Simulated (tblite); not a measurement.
C₃H₇FSeSi.
Bonds: C1–C2 (double), C2–C3, C3–Se4, Se4–Si5, Si5–F6. Hydrogens: H7, H8 on C1; H9 on C2; H10, H11 on C3; H12, H13 on Si5.

Computed with GFN2-xTB (tblite), gas phase: L-BFGS steps from a force-field or distance-geometry start until the largest atomic force falls under 0.01 eV/Å.

Step 21: E = -535.4583 eV
```
atom  x, y, z in Å  |  force x, y, z in eV/Å
C1     -2.8343    0.1619   -0.0279   -0.047  -0.038  -0.058
C2     -1.7379   -0.3333    0.5146    0.108   0.031   0.129
C3     -0.3747    0.2459    0.4219    0.015   0.066  -0.040
Se4     0.7660   -1.0368   -0.6285    0.062   0.064   0.028
Si5     2.8485   -0.1203   -0.6122   -0.089  -0.019   0.139
F6      3.6171   -0.3465    0.7904   -0.137   0.003  -0.155
H7     -2.8605    1.0732   -0.5981    0.109   0.059  -0.038
H8     -3.7699   -0.3567    0.0795   -0.101   0.046   0.021
H9     -1.8015   -1.2528    1.0805    0.059  -0.075   0.018
H10    -0.3534    1.2077   -0.0921   -0.048  -0.049  -0.055
H11     0.0903    0.3440    1.4039    0.019  -0.076  -0.001
H12     3.5462   -0.9120   -1.6017    0.104   0.019   0.011
H13     2.8596    1.3262   -0.7480   -0.053  -0.032   0.000
```

Step 22: E = -535.4631 eV
```
atom  x, y, z in Å  |  force x, y, z in eV/Å
C1     -2.8331    0.1648   -0.0282   -0.039  -0.046  -0.033
C2     -1.7383   -0.3348    0.5140    0.169   0.070   0.146
C3     -0.3715    0.2376    0.4160    0.058   0.067  -0.067
Se4     0.7680   -1.0400   -0.6420   -0.011  -0.010   0.011
Si5     2.8413   -0.1217   -0.6091   -0.037  -0.005   0.182
F6      3.6024   -0.3387    0.8003   -0.148  -0.002  -0.183
H7     -2.8545    1.0681   -0.6109    0.115   0.066  -0.031
H8     -3.7741   -0.3396    0.0965   -0.100   0.027   0.001
H9     -1.8024   -1.2480    1.0907    0.040  -0.056   0.007
H10    -0.3375    1.2012   -0.0951   -0.098  -0.060  -0.043
H11     0.1060    0.3269    1.3930   -0.028  -0.072   0.017
H12     3.5530   -0.8972   -1.5983    0.122  -0.013  -0.007
H13     2.8365    1.3219   -0.7446   -0.043   0.035  -0.001
```

Step 23: E = -535.4677 eV
```
atom  x, y, z in Å  |  force x, y, z in eV/Å
C1     -2.8315    0.1664   -0.0286   -0.004  -0.036   0.004
C2     -1.7373   -0.3354    0.5160    0.152   0.086   0.116
C3     -0.3670    0.2298    0.4094    0.072   0.037  -0.064
Se4     0.7702   -1.0432   -0.6559   -0.099  -0.090  -0.008
Si5     2.8329   -0.1237   -0.6040    0.017   0.016   0.111
F6      3.5848   -0.3316    0.8089   -0.118  -0.019  -0.130
H7     -2.8450    1.0630   -0.6241    0.111   0.033   0.000
H8     -3.7806   -0.3204    0.1135   -0.044   0.022  -0.023
H9     -1.8020   -1.2446    1.1008    0.027  -0.013  -0.005
H10    -0.3237    1.1943   -0.0987   -0.134  -0.049  -0.039
H11     0.1213    0.3096    1.3819   -0.061  -0.057   0.030
H12     3.5623   -0.8811   -1.5947    0.115  -0.023   0.006
H13     2.8112    1.3173   -0.7422   -0.033   0.091   0.002
```

Step 24: E = -535.4714 eV
```
atom  x, y, z in Å  |  force x, y, z in eV/Å
C1     -2.8295    0.1664   -0.0286    0.046  -0.007   0.038
C2     -1.7349   -0.3348    0.5199    0.069   0.068   0.057
C3     -0.3627    0.2250    0.4040    0.053  -0.008  -0.036
Se4     0.7706   -1.0466   -0.6660   -0.145  -0.137  -0.023
Si5     2.8267   -0.1252   -0.5994    0.029   0.039  -0.030
F6      3.5698   -0.3277    0.8137   -0.063  -0.037  -0.025
H7     -2.8345    1.0591   -0.6333    0.099  -0.010   0.035
H8     -3.7868   -0.3047    0.1249    0.032   0.019  -0.040
H9     -1.8001   -1.2434    1.1076    0.023   0.032  -0.007
H10    -0.3173    1.1892   -0.1021   -0.140  -0.020  -0.045
H11     0.1312    0.2973    1.3744   -0.067  -0.035   0.033
H12     3.5715   -0.8689   -1.5917    0.090  -0.014   0.035
H13     2.7916    1.3147   -0.7411   -0.026   0.110   0.008
```

Question: Estimate the geometry and energy of step 25. (The exact step hangs on the optimiser's Hessian estimate; all steps are aligned on step 24, rigid shifts and turns removed.)

Answer: E = -535.4750 eV, largest force 0.204 eV/Å
```
atom  x, y, z in Å  |  force x, y, z in eV/Å
C1     -2.8270    0.1658   -0.0280    0.094   0.028   0.062
C2     -1.7318   -0.3332    0.5248   -0.036   0.024  -0.008
C3     -0.3585    0.2215    0.3994    0.017  -0.049   0.006
Se4     0.7683   -1.0514   -0.6736   -0.137  -0.147  -0.034
Si5     2.8220   -0.1258   -0.5966    0.005   0.055  -0.168
F6      3.5564   -0.3261    0.8166   -0.012  -0.050   0.076
H7     -2.8230    1.0558   -0.6394    0.080  -0.042   0.061
H8     -3.7915   -0.2914    0.1324    0.103   0.015  -0.049
H9     -1.7972   -1.2428    1.1125    0.021   0.067   0.001
H10    -0.3163    1.1851   -0.1059   -0.119   0.009  -0.048
H11     0.1372    0.2878    1.3693   -0.054  -0.008   0.022
H12     3.5812   -0.8593   -1.5886    0.060   0.000   0.064
H13     2.7757    1.3145   -0.7407   -0.022   0.097   0.015
```

The energy changes by -0.0035 eV. The first-order estimate −F·Δx gives -0.0047 eV and the mean of the old and new forces, exact on a quadratic surface, -0.0035 eV. The step makes an angle of 71° with the force vector and moves no atom by more than 0.016 Å.

What follows is the cost of the whole relaxation. The run took 0.56 s on one thread, Arm Neoverse V1 (aarch64) (shared host).
